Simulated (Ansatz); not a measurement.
Two isomers of C4H8AlN: A = `C=[C]([AlH2])C(C)=N`, B = `C#[C][Al]([CH3])[NH]C`.

Program: Ansatz. Geometries: PBE0-D4/def2-TZVP. ΔE: electronic, gas phase. CCSD(T)/CBS adds triple-zeta CCSD(T) − MP2 to the extrapolated MP2 energy (def2 sets, frozen cores). Functionals use def2-TZVPP. Each species was taken in one conformer, which may not be the lowest.

A:

```xyz
14

C     1.0722    1.3534    0.9842
C     0.6117    0.3773    0.1903
Al    1.6321    0.0768   -1.4390
C    -0.5900   -0.3805    0.6211
C    -1.5914   -0.6878   -0.4560
N    -0.7004   -0.7254    1.8396
H     1.9545    1.9341    0.7279
H     0.5782    1.5986    1.9230
H     2.9100    0.9924   -1.6461
H     1.2218   -1.0286   -2.5032
H    -2.4488   -1.2354   -0.0623
H    -1.9467    0.2372   -0.9199
H    -1.1291   -1.2817   -1.2504
H    -1.5741   -1.2303    1.9908
```

B:

```xyz
14

C     2.016    2.349    1.799
C     1.387    1.488    1.226
Al    0.415    0.098    0.338
C     0.873   -1.779    0.536
N    -0.923    0.657   -0.671
C    -1.854   -0.104   -1.474
H     2.569    3.110    2.303
H     1.878   -1.975    0.149
H     0.181   -2.445    0.014
H     0.883   -2.067    1.591
H    -1.099    1.649   -0.726
H    -1.796    0.153   -2.539
H    -1.636   -1.171   -1.391
H    -2.894    0.038   -1.156
```

Question: Which is lower in electronic energy at CCSD(T)/CBS, and by how much? (Best estimate.)

Answer: The calculation gave: B, by 126.4 kJ/mol.

Question: Give E(B) − E(A) in kJ/mol with CCSD/def2-TZVPP, PBE0-D4, r2SCAN-D4, HF/def2-TZVPP, MP2/def2-TZVPP, ωB97M-V, CCSD(T)/def2-TZVPP. (Best estimate.)

Answer: Computed: CCSD/def2-TZVPP -125.5, PBE0-D4 -104.2, r2SCAN-D4 -116.8, HF/def2-TZVPP -122.1, MP2/def2-TZVPP -135.0, ωB97M-V -119.0, CCSD(T)/def2-TZVPP -121.4. None reverses the order clearly.

Largest T1 diagnostic: 0.012.

The D4 term adds +9.4 kJ/mol with B3LYP and +4.8 kJ/mol with PBE0; it sums over pairs of atoms, weighted by their polarisabilities, and B3LYP, whose exchange is more repulsive, gets the larger term. From PBE to PBE0 (25 % exact exchange), in def2-TZVPP and without D4, E(B) − E(A) moves by −3.1 kJ/mol.

B3LYP here is the variant with VWN-RPA as its local correlation; programs differ in this.
